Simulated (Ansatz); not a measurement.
Stepwise reaction of `Cl[SiH2]S[SiH](Cl)Cl` with hydrogen fluoride, as a gas-phase model of exchange steps in deposition or etching. ΔE in kJ/mol.

Isolated molecules relaxed with PBE0-D4/def2-TZVP in Ansatz; ΔE leaves out vibrations. CBS: MP2 limit from def2 TZ/QZ plus the TZ coupled-cluster correction, frozen cores. This one scheme is used for every species. DFT in def2-TZVPP. B3LYP here is the variant with VWN-RPA as its local correlation; programs differ in this. One conformer a species, not always the lowest.

```
step                                                  reaction  PBE-D4  B3LYP-D4  ωB97M-V  CCSD(T)/CBS
   2  `F[SiH](Cl)S[SiH2]Cl` + H–F → `F[SiH](F)S[SiH2]Cl` + HCl   -40.4     -49.5    -49.7        -47.2
   3    `F[SiH](F)S[SiH2]Cl` + H–F → `F[SiH2]S[SiH](F)F` + HCl   -32.2     -41.6    -40.7        -37.5
```

(1) Give the row of step 1, `Cl[SiH2]S[SiH](Cl)Cl` + H–F → `F[SiH](Cl)S[SiH2]Cl` + HCl. (An estimate is asked.)

(2) By hand: ΔE of the 3 steps together at CCSD(T)/CBS.

Answers

(1) The calculation gave: 
```
step                                                    reaction  PBE-D4  B3LYP-D4  ωB97M-V  CCSD(T)/CBS
   1  `Cl[SiH2]S[SiH](Cl)Cl` + H–F → `F[SiH](Cl)S[SiH2]Cl` + HCl   -35.6     -45.3    -45.2        -41.0
```

(2) (-41.0) + (-47.2) + (-37.5) = -125.7 kJ/mol, or -41.9 kJ/mol a step.

In ΔE step 2 is the lowest and step 3 the highest. All are downhill at CCSD(T)/CBS. PBE-D4 differs from CCSD(T)/CBS by 5.3 to 6.8 kJ/mol a step. Isolated molecules leave out the surface, adducts and barriers. Largest T1 diagnostic: 0.012.
